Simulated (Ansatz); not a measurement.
A run for Ansatz (an electronic-structure program): R-CCSD(T)/aug-cc-pVQZ on HF (SMILES F).

Ansatz 0.2 input:
```yaml
crystal:
  periodic: [false, false, false]
  atoms:
    - {symbol: F, position_ang: [-0.36218514, 0.13536947, 0.36942273]}
    - {symbol: H, position_ang: [-0.22032105, -0.77429421, 0.26519966]}
basis:
  gaussian:
    orbitals: aug-cc-pVQZ
magnetization: {spin_polarized: false}
correlation: {method: ccsd_t, electrons: outside_noble_gas}
scf: {lower_state_search: off}
```

Output:

```
WARN ansatz: RAYON_NUM_THREADS=2 ignored (pool sized by the plan → 2); use --threads N
Functional definition: HF
these checks for a lower state are left out or cut short: stability, starts, cluster_reference, orbital_swaps, neighbouring_geometries, increment
integrals: 0.21 GiB planned
773 factors; integrals over basis functions are off by at most 1.2e-3 eV
mean field: 0.18 GiB planned
mean field evaluation 1: about -2722.0162 eV, gradient 2.5e1 eV
mean field evaluation 2: about -2722.0162 eV, gradient 2.5e1 eV
mean field evaluation 4: about -2722.9843 eV, gradient 1.2e0 eV
mean field evaluation 8: about -2722.9891 eV, gradient 5.9e-5 eV
mean field -2722.98914963 eV, -100.0680055406 hartree, gradient 1.6e-6 eV, S^2 0.000000; 0 other end points of the search recorded, 0 dependent functions left out
1 core orbitals not correlated
reference -2722.98914963 eV, -100.0680055406 hartree; 4, 4 occupied and 121, 121 virtual orbitals, 773 factors
second order -8.20934841 eV of doubles, -0.00000000 eV of singles
coupled cluster: 0.45 GiB planned
cycle   1  -8.03676026 eV  change    1.7e-1 eV  update   4.5e-2
cycle   2  -8.16338850 eV  change   -1.3e-1 eV  update   1.3e-2
cycle   3  -8.19447458 eV  change   -3.1e-2 eV  update   5.3e-3
cycle   4  -8.18959686 eV  change    4.9e-3 eV  update   9.5e-4
cycle   5  -8.18920424 eV  change    3.9e-4 eV  update   3.0e-4
cycle   6  -8.18931361 eV  change   -1.1e-4 eV  update   7.6e-5
cycle   7  -8.18929527 eV  change    1.8e-5 eV  update   2.3e-5
cycle   8  -8.18928413 eV  change    1.1e-5 eV  update   6.1e-6
cycle   9  -8.18928233 eV  change    1.8e-6 eV  update   1.7e-6
perturbative correction -0.22701949 eV, -0.0083428123 hartree
Total energy: -2731.40545145 eV, -100.3772989275 hartree
Checks for a lower state left out: stability, starts, cluster_reference, orbital_swaps, neighbouring_geometries, increment
```

The run converged.

Cost: very roughly 6 core-seconds.
